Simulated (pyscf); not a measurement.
**H₂N–B(Cl)–Cl (SMILES NB(Cl)Cl), singlet**

Gas-phase minimum from PySCF at ωB97X-D3(BJ)/def2-SVP, one conformer. 

SMILES: ClB(N)Cl
```xyz
6

N     -0.3795     0.3883     0.1730
B     -1.4847    -0.3665    -0.2042
Cl    -1.4361    -2.1307    -0.1073
Cl    -2.9526     0.4281    -0.7858
H      0.4754    -0.0360     0.5103
H     -0.3748     1.3996     0.1299
```
Charge 0, spin multiplicity 1.

Bond lengths (Å): N1–B2 1.390, N1–H5 1.012, N1–H6 1.012, B2–Cl3 1.767, B2–Cl4 1.768. Angles (°): B2–N1–H5 122.3, B2–N1–H6 122.3, H5–N1–H6 115.4, N1–B2–Cl3 120.3, N1–B2–Cl4 120.4, Cl3–B2–Cl4 119.3.

Properties at ωB97X-D3(BJ)/def2-SVP:

```yaml
harmonic_wavenumbers_unscaled: 266, 323, 466, 552, 573, 575, 797, 1103, 1375, 1598, 3641, 3753 cm⁻¹
zero_point_energy: 21.5 kcal/mol
rotational_symmetry_number: 2
Entropy of this conformer at 298 K and 1 atm, rigid rotor and harmonic oscillator, modes under 100 cm⁻¹ raised to 100: 293.7 J/(mol K)
dipole_moment: 2.98 D
```

Single-point totals, which compare only within one level (frozen core for MP2 and CC):

```
level                   total energy (hartree)
----------------------  ----------------------
ωB97X-D3(BJ)/def2-TZVP             -1001.45141
PBE/def2-TZVP                      -1000.92027
r²SCAN/def2-TZVP                   -1001.29663
B3LYP-D3(BJ)/def2-TZVP             -1001.44568
PBE0-D3(BJ)/def2-TZVP              -1001.00754
M06-2X/def2-TZVP                   -1001.34215
ωB97M-D3(BJ)/def2-TZVP             -1001.53150
HF/def2-TZVPP                       -999.49682
MP2/def2-TZVPP                     -1000.18410
CCSD/def2-TZVPP                    -1000.22307
CCSD(T)/def2-TZVPP                 -1000.25433
```

The CCSD(T) − MP2 part came from Ansatz, without density fitting, on the same reference.
